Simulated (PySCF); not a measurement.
# Peak assignment

Cartesian coordinates in Å; atom numbers follow the order of the lines, from 1:
```xyz
15

C    -2.152   -1.479    0.020
C    -1.780   -0.245   -0.232
Si   -1.858    1.599   -0.060
C    -0.605    0.419   -0.918
C     0.696    0.170   -0.397
C     1.779   -0.033    0.082
C     3.095   -0.282    0.635
H    -3.049   -1.704    0.577
H    -1.581   -2.330   -0.327
H    -2.738    2.351   -0.939
H    -1.487    2.205    1.205
H    -0.632    0.376   -2.005
H     3.801    0.467    0.276
H     3.057   -0.236    1.723
H     3.450   -1.270    0.337
```

PySCF 2.14.0 with density-fitted response routines calculation with GFN2-xTB geometry and GIAO PBE0/pcSseg-1 shieldings; a single conformation, no solvent model, equivalent nuclei averaged, non-relativistic Hamiltonian.

Referencing at the same level of theory: TMS for ¹³C (σref 186.93) and ¹H (σref 31.72).

Question: Assign these signals to the numbered atoms. ¹³C{¹H} NMR (computed): δ 146.9, 135.3, 85.9, 77.2, 7.5, 5.2.

Answer: 
146.9 → C2, fully substituted alkene carbon: an sp2 carbon of a C=C bond
135.3 → C1, terminal =CH2 carbon: an sp2 carbon of a C=C bond
85.9 → C5, alkyne carbon: sp carbons lie upfield of alkene carbons because the cylindrical π system leaves one tensor component strongly shielded
77.2 → C6, alkyne carbon
7.5 → C4, three-membered-ring carbon: carbons of three-membered rings are unusually shielded
5.2 → C7, propargylic methyl carbon: aliphatic region, no heteroatom directly attached

Question: Assign these signals to the numbered atoms. ¹H NMR (400 MHz, computed): δ 6.93 (br s, 1H), 6.67 (br s, 1H), 3.40 (m, 1H), 3.26 (m, 1H), 2.08 (m, 1H), 1.96 (s, 3H).

Answer: 
6.93 → H9, hydrogen on a terminal =CH2 carbon: olefinic region
6.67 → H8, hydrogen on a terminal =CH2 carbon
3.40 → H10, hydrogen on a silicon bonded to 2 C, in a 3-membered ring
3.26 → H11, hydrogen on a silicon bonded to 2 C, in a 3-membered ring
2.08 → H12, hydrogen on a three-membered-ring carbon
1.96 → H13/H14/H15, hydrogen on a propargylic methyl carbon

H12 and H13/H14/H15 lie closer than the usual error of such a calculation, so a measured spectrum could show them in the other order.

Shifts are as computed. Against solution values, carbons near 30 ppm lie about +3 ppm off and those near 130 ppm about +5 ppm. Of 1211 compounds with measured shifts, 218 miss one by over three times the rms of a fit or turn the order of signals round; such compounds aren't used in these exercises. No couplings were computed; multiplicities are counted from neighbouring protons, with m where these are inequivalent, close in shift, in a saturated or five-membered ring or joined by F or P, and br s for small geminal =CH2 splittings.
